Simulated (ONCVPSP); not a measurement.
u(r) = r·R(r): atom against pseudo-atom (Si (Z = 14))

Columns: radius, all-electron u(r) and pseudo u(r) of the 3s shell (level -10.81 eV) of silicon in the configuration [Ne] 3s2 3p2; PBE, scalar-relativistic, ONCV scheme, ONCVPSP 4.0.1.

```
r (bohr)  all-electron  pseudo
   0.100        0.1224  0.0394
   0.200       -0.1306  0.0801
   0.300       -0.2997  0.1227
   0.400       -0.3366  0.1677
   0.500       -0.2775  0.2145
   0.600       -0.1642  0.2622
   0.700       -0.0274  0.3097
   0.800        0.1128  0.3564
   0.900        0.2448  0.4018
   1.000        0.3622  0.4462
   1.100        0.4624  0.4901
   1.200        0.5450  0.5342
   1.300        0.6109  0.5782
   1.400        0.6615  0.6213
   1.500        0.6981  0.6612
   1.600        0.7220  0.6951
   1.700        0.7349  0.7196
   1.800        0.7382  0.7324
   1.900        0.7336  0.7326
   2.000        0.7224  0.7223
   2.100        0.7059  0.7058
   2.200        0.6852  0.6852
   2.300        0.6613  0.6613
   2.400        0.6352  0.6352
   2.500        0.6074  0.6074
   2.600        0.5786  0.5786
```

(1) How many radial nodes do the two functions have?

(2) At about which radius was the pseudo-wave matched?

(3) Where does each function peak?

(4) Is the pseudo-wave norm-conserving?

Results:

(1) The all-electron 3s function has n − l − 1 = 2; the pseudo-wave has 0, since the states of the same l below it are removed with the core.

(2) 2.00 bohr, where the columns begin to agree (steps of 0.10 bohr).

(3) Outermost all-electron maximum near 1.80 bohr, pseudo maximum near 1.90 bohr (to the table’s step).

(4) Yes: the ONCV scheme keeps the norm inside the radius equal to the all-electron one, which fixes the energy derivative of the logarithmic derivative at the level.
